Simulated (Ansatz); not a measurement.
A structure relaxed at PBE-D4/def2-SVPD in Ansatz, charge -1, doublet:

```xyz
6

Nb    1.373   -0.750    0.062
Nb    0.549    0.354   -2.107
Nb   -1.290   -0.591    1.240
Nb    0.689    0.500    2.034
Nb   -0.218    1.546   -0.129
Nb   -1.105   -1.059   -1.101
```

Question: Give its formula and point group.

Answer: Nb6⁻. Point group C2 (tolerance 0.1 Å).

Question: Summarise the bond lengths by kind (pairs closer than 1.2 times the sum of covalent radii, bridged metal pairs left out).

Answer: 14 × Nb–Nb 2.39 to 3.93 Å.

In the def2 sets Nb takes a core potential; there is no spin–orbit coupling. The highest occupied level of the charge -1 doublet lies above zero (up to 0.23 eV). It is a level of β spin, whose loss leaves a triplet; that state wasn't run at this geometry and level. The electron is either unbound and held by the finite basis, or the level is raised by self-interaction error. The relaxation made no stability test and no search for a lower SCF solution. No other spin state of charge -1 was run. Another isomer (doublet) lies 0.10 eV lower at PBE0-D4/def2-TZVPD; other spin states weren't run for this one.
